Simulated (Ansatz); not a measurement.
Mulliken charges of `Br[CH]Br` radical from B3LYP/def2-TZVPP in Ansatz (PBE0-D4/def2-TZVP geometry).

| atom | x (Å) | y (Å) | z (Å) | charge (e) |
| --- | --- | --- | --- | --- |
| Br1 | -1.600 | 0.049 | -0.697 | 0.020 |
| C2 | 0.060 | 0.188 | 0.102 | -0.186 |
| Br3 | 0.905 | -1.305 | 0.787 | 0.020 |
| H4 | 0.690 | 1.007 | -0.213 | 0.145 |

Q: By hand: the dipole of these point charges (1 e Å = 4.8032 D).

A: Σ q r = (0.075, 0.086, -0.048) e Å, of length 0.124 e Å = 0.60 D.

Q: How does the dipole of the full density compare? (Estimate.)

A: The calculation gave: (0.092, 0.106, -0.059) e Å, 0.73 D; the point charges give 0.82 times that, at 0° from its direction.

Point charges leave out the atoms' own dipoles, such as those of lone pairs, and Mulliken's split depends on the basis, so the two needn't agree.

B3LYP here is the variant with VWN-RPA as its local correlation; programs differ in this.
